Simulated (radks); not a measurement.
Initial-state core-level shifts of the tellurium ion Te+ when its valence configuration changes from [Kr] 4d10 5s2 5p3. Method: scalar-relativistic Kohn-Sham, PBE, spin-unpolarised, spherical densities, finite nucleus; Fermi nuclear charge, rms radius 4.7423 fm; computed with a radial shooting solver on a logarithmic mesh with Libxc functionals. Shifts are changes of the shell-averaged eigenvalues in eV (positive: less bound); the change of the density at the nucleus, which sets a Mossbauer isomer shift, is in e/bohr^3, on a base of 2.35e+05.

| valence | 1s | 2s | 3s | 4p | density at nucleus |
|---|---|---|---|---|---|
| 4d10 5s1.5 5p3.5 | -0.734 | -0.723 | -0.733 | -0.718 | -30.53 |
| 4d10 5p5 | -2.863 | -2.819 | -2.861 | -2.801 | -126.25 |
| 4d9 5s2 5p4 | -9.106 | -9.632 | -9.172 | -7.387 | +24.33 |
| 4d10 5s1 5p4 | -1.456 | -1.433 | -1.453 | -1.424 | -61.77 |
| 4d8 5s2 5p5 | -18.429 | -19.539 | -18.531 | -14.724 | +49.68 |
| 4d9 5s1 5p5 | -10.482 | -10.993 | -10.553 | -8.725 | -44.06 |
| 4d8 5s1 5p6 | -19.738 | -20.840 | -19.852 | -15.991 | -25.24 |
